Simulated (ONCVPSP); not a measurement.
**Reading a pseudo-wave (Ti)**

Columns: radius, all-electron u(r) and pseudo u(r) of the 3s shell (level -69.75 eV) of titanium in the configuration [Ne] 3s2 3p6 3d2 4s1; PBEsol, scalar-relativistic, ONCV scheme, ONCVPSP 4.0.1.

```tsv
r (bohr)	all-electron	pseudo
0.132	-0.3019	0.2392
0.265	-0.5300	0.4658
0.398	-0.0122	0.6649
0.530	0.5542	0.8241
0.663	0.9283	0.9355
0.795	1.0901	0.9910
0.928	1.1004	0.9919
1.060	1.0209	0.9449
1.193	0.8981	0.8600
1.325	0.7635	0.7510
1.458	0.6325	0.6305
1.590	0.5153	0.5152
1.723	0.4135	0.4135
1.855	0.3290	0.3289
1.988	0.2591	0.2591
2.120	0.2032	0.2032
2.252	0.1585	0.1585
2.385	0.1229	0.1229
2.518	0.0949	0.0949
2.650	0.0733	0.0733
2.782	0.0564	0.0564
2.915	0.0433	0.0432
3.048	0.0331	0.0331
3.180	0.0253	0.0253
3.312	0.0193	0.0193
3.445	0.0147	0.0147
```

**Question.** How many radial nodes do the two functions have?

**Answer.** The all-electron 3s function has n − l − 1 = 2 (the table is too coarse to show those close to the nucleus); the pseudo-wave has 0, since the states of the same l below it are removed with the core.

**Question.** At about which radius was the pseudo-wave matched?

**Answer.** 1.65 bohr, where the columns begin to agree (steps of 0.13 bohr).

**Question.** Is the pseudo-wave norm-conserving?

**Answer.** Yes: the ONCV scheme keeps the norm inside the radius equal to the all-electron one, which fixes the energy derivative of the logarithmic derivative at the level.
